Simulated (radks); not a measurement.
Fractional charge and spin in the 5p shell of ytterbium: the spin-up occupation runs from 2 to 3 and the spin-down occupation from 2 to 3; the fullest corner is Yb, [Kr] 4d10 4f14 5s2 6s2 5p(up 3, down 3). All-electron calculation, scalar-relativistic Kohn-Sham, PBE, spin-polarised, spherical densities, point nucleus. Program: a radial shooting solver on a logarithmic mesh with Libxc functionals. Energy (eV) above the fullest corner. The planes named below are the two flat planes that join the four corners, with an edge along up + down = one added electron.

| down \ up | 2 | 2.25 | 2.5 | 2.75 | 3 |
|---|---|---|---|---|---|
| 2 | 78.286 | 65.723 | 53.959 | 42.980 | 32.768 |
| 2.25 | 65.723 | 54.017 | 43.094 | 32.935 | 23.524 |
| 2.5 | 53.959 | 43.094 | 32.991 | 23.633 | 14.998 |
| 2.75 | 42.980 | 32.935 | 23.633 | 15.052 | 7.167 |
| 3 | 32.768 | 23.524 | 14.998 | 7.167 | 0.000 |

Corners above the fullest one (they belong to Yb+ and the next ion): (up 3, down 2) 32.768 eV, (up 2, down 3) 32.768 eV, (up 2, down 2) 78.286 eV. With half an added electron in each spin the energy lies 0.223 eV from the planes, and with half an added electron in spin up alone -1.567 eV. The planes are only a guide here: the flat-plane condition holds for ground states with one frontier orbital, while this shell lies below other occupied shells, so the corners above the fullest one are inner-hole states and not the ground states of those ions.
